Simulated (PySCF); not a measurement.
Some computed properties have been withheld. Give your best values.

Compound: C9H15N.
SMILES: `C=N[C@H]1CCCC12CCC2`

```tsv
property	level	value
point group of the GFN2-xTB geometry	GFN2-xTB	C1
rotational constants A, B, C of the GFN2-xTB geometry	GFN2-xTB	1.805, 1.305, 0.941 GHz
dipole moment	PBE0/pcSseg-1	1.16 D
HOMO energy	PBE0/pcSseg-1	-7.12 eV
LUMO energy	PBE0/pcSseg-1	?
13C chemical shifts (computed TMS as zero) by class	GIAO PBE0/pcSseg-1	?
1H chemical shifts (computed TMS as zero) by class	GIAO PBE0/pcSseg-1	?
isotropic shieldings of nuclei other than C and H, by class	GIAO PBE0/pcSseg-1	?
```

The electronic properties come from PySCF, for the isolated species, density fitting.

The LUMO energy?

-0.15 eV.

The 13C chemical shifts (computed TMS as zero) by class?

152.5 (1 C), 91.0 (1 C), 48.0 (1 C), 46.5 (1 C), 39.7 (1 C), 39.0 (1 C), 32.0 (1 C), 29.2 (1 C), 15.8 (1 C) ppm.

What are the isotropic shieldings of nuclei other than C and H, by class?

-152 (1 N) ppm.

Give the 1H chemical shifts (computed TMS as zero) by class.

7.73 (1 H), 7.20 (1 H), 3.03 (1 H), 2.61 (1 H), 2.22 (1 H), 2.12 (1 H), 2.11 (1 H), 2.03 (1 H), 1.83 (1 H), 1.78 (1 H), 1.76 (1 H), 1.75 (1 H), 1.74 (1 H), 1.58 (1 H), 1.53 (1 H) ppm.

With B = h/(8π²I), that is 505.379 GHz u Å² over I, the principal moments of inertia are 280.0, 387.2 and 537.0 u Å² (most abundant isotopes); the inertial defect Ic − Ia − Ib is -130.2 u Å² (zero for a rigid planar frame, negative otherwise). The rotational constants make it an asymmetric top with κ = (2B − A − C)/(A − C) = -0.16, nearer the prolate limit (−1). The dipole equals about 3.9 × 10⁻³⁰ C·m (1 D = 3.33564 × 10⁻³⁰ C·m).

One conformer stands for the species.
